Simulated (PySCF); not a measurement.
**TDDFT excited states: CH9NSi3**

Compound: CH₉NSi₃.
InChI=1S/CH9NSi3/c2-1-5(3)4/h1-2,5H,3-4H3/b2-1-

Method: TDDFT CAM-B3LYP/def2-SVPD, vertical, gas phase, core orbitals frozen in the response in PySCF. Isolated species at its GFN2-xTB geometry (one conformer only). Torsions of this conformer, `[H]/[N:1]=[CH:2]\[SiH:3]([SiH3:4])[SiH3:5]`: N1–C2–Si3–Si4 116°.

```
state  E (eV)  E (kJ/mol)  λ (nm)       f  symmetry   main configurations (H = HOMO, L = LUMO)
   S1    4.22         408   293.5  0.0007         –                                  H→L (92%)
   S2    6.01         580   206.4  0.0034        A′                                H→L+1 (85%)
   S3    6.27         605   197.7   0.012        A′                                H→L+2 (87%)
   S4    6.72         648   184.5   0.096        A′                    H-1→L (76%), H→L+4 (8%)
   S5    6.80         656   182.3   0.095        A″                 H-1→L+1 (51%), H→L+3 (31%)
   S6    6.90         666   179.7   0.030        A″                 H-1→L+2 (47%), H→L+3 (32%)
   S7    7.01         677   176.8   0.140        A″  H-1→L+2 (37%), H-1→L+1 (26%), H→L+3 (25%)
   S8    7.12         687   174.1   0.192        A′      H→L+4 (38%), H-1→L (14%), H→L+6 (12%)
```

Triplets, Tamm–Dancoff:

```csv
state,E (eV),λ (nm),"main configurations (H = HOMO, L = LUMO)"
T1,3.45,359.8,H→L (90%)
T2,4.86,254.9,"H-1→L (42%), H-3→L (29%), H-6→L (16%)"
T3,5.63,220.2,"H→L+1 (62%), H→L+2 (26%)"
```

The lowest singlet comes at 293 nm (408 kJ/mol) in the ultraviolet; it is very weak; its leading configuration is HOMO→LUMO (92%). The strongest level in the table is S8 at 7.12 eV (174 nm, f = 0.192). It is the last of those listed, so stronger ones may follow. Löwdin shares by element: HOMO nitrogen 48%, carbon 19%, silicon 12% or more, hydrogen 7% or more; LUMO nitrogen 30%, carbon 28%, silicon 19% or more (atoms not listed hold the other 23%). Weighted by f, the mean energy of these states is 6.93 eV. The oscillator strengths of these states sum to 0.569; summed over the whole spectrum of an exact calculation they would give the number of electrons, 64 (Thomas–Reiche–Kuhn). Orbital energies (eV): HOMO-3 -11.23, HOMO-2 -10.57, HOMO-1 -9.59, HOMO -8.43, LUMO 0.03, LUMO+1 0.29, LUMO+2 0.73. No computed singlet lies in the visible range (380 to 750 nm); the lowest, at 293 nm, stands 0.96 eV above its violet end (3.26 eV). Symmetry labels in Cs follow from the direction of the transition dipole and are given only for states with f of 0.002 or more. The window holds the lowest 8 singlets.
